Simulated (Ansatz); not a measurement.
Isolated molecules relaxed with PBE0-D4/def2-TZVP in Ansatz; ΔE leaves out vibrations. CCSD(T)/CBS is the MP2 limit (def2-TZVPP, def2-QZVPP) plus CCSD(T) − MP2 in def2-TZVPP, frozen cores. This one scheme is used for every species, atoms too. DFT in def2-TZVPP. Open shells (•) are unrestricted, without spin–orbit coupling. Each species was taken in one conformer, which may not be the lowest.

`COBCl` → `CO[B]Cl`• + H•  (homolysis of the B–H bond)

`COBCl`:

Z-matrix (Å, degrees):
```
C
O 1 1.416
H 1 1.091 2 108.7
H 1 1.093 2 111.5 3 120.8
H 1 1.091 2 108.6 3 -118.4
B 2 1.334 1 121.8 3 -120.7
Cl 6 1.755 2 118.3 1 -180.0
H 6 1.195 2 122.7 1 0.0
```

`CO[B]Cl`•:

Z-matrix (Å, degrees):
```
C
O 1 1.426
H 1 1.091 2 111.1
H 1 1.090 2 108.1 3 -120.8
H 1 1.090 2 108.1 3 120.8
B 2 1.318 1 126.7 3 -0.2
Cl 6 1.759 2 126.3 1 0.0
```

```csv
species,ωB97M-V energy (Eh)
`COBCl`,-600.85085
`CO[B]Cl`•,-600.17798
H•,-0.49411
```

Q: Work out ΔE.

A: ΔE = (-600.17798) + (-0.49411) − (-600.85085) = 0.17876 Eh = +112.2 kcal/mol. CCSD(T)/CBS gives +111.4 kcal/mol.

Q: What do rigid-rotor, harmonic-oscillator terms from PBE0-D4/def2-TZVP frequencies (298.15 K, 1 bar) make of the CCSD(T)/CBS value? (Best estimate.)

A: The calculation gave: ΔZPE = -6.6 kcal/mol, ΔH = +106.2 kcal/mol, ΔS = 123 J/(mol·K), ΔG = +97.4 kcal/mol. Open shells count their whole term as degenerate.

Largest T1 diagnostic among the species: 0.014.

In def2-TZVPP, CCSD(T) changes the Hartree–Fock value by +21.1 kcal/mol (the triples alone add +0.0 kcal/mol) and MP2 by +18.8 kcal/mol; breaking electron pairs costs correlation energy, which Hartree–Fock lacks. Leaving LDA and LC-ωPBE aside and taking each functional with its dispersion term where it has one, the values, not all of them listed here, spread over 8.5 kcal/mol, from revPBE-D4 to ωB97M-V. LDA lies +10.0 kcal/mol from PBE without D4, its usual overbinding. From r2SCAN to r2SCAN0 (25 % exact exchange), in def2-TZVPP and without D4, ΔE moves by +0.8 kcal/mol.
